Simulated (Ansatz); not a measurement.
Ansatz (a first-principles code) was given this input:
Ansatz 0.2 input:
```yaml
crystal:
  periodic: [false, false, false]
  atoms:
    - {symbol: B, position_ang: [-0.00000000, -0.00000000, -0.19907760]}
    - {symbol: H, position_ang: [0.00000000, 0.00000000, 0.99538801]}
basis:
  gaussian:
    orbitals: cc-pVDZ
total_charge: 1
magnetization: {spin_polarized: true, initial_magnetization: 1}
correlation: {method: ccsd_t}
scf: {lower_state_search: off}
```

**Question.** What does this run give for the coupled-cluster correlation energy (without the perturbative part), number of basis functions, T1 diagnostic, SCF-reference <S^2>, total energy, MP2 correlation energy?

**Answer.** 
```json
{
  "coupled-cluster correlation energy (without the perturbative part)": "-0.0446 Eh",
  "number_of_basis_functions": "19",
  "T1 diagnostic": "0.018",
  "SCF-reference <S^2>": "0.754",
  "total_energy": "-676.5127 eV",
  "MP2 correlation energy": "-0.0309 Eh"
}
```
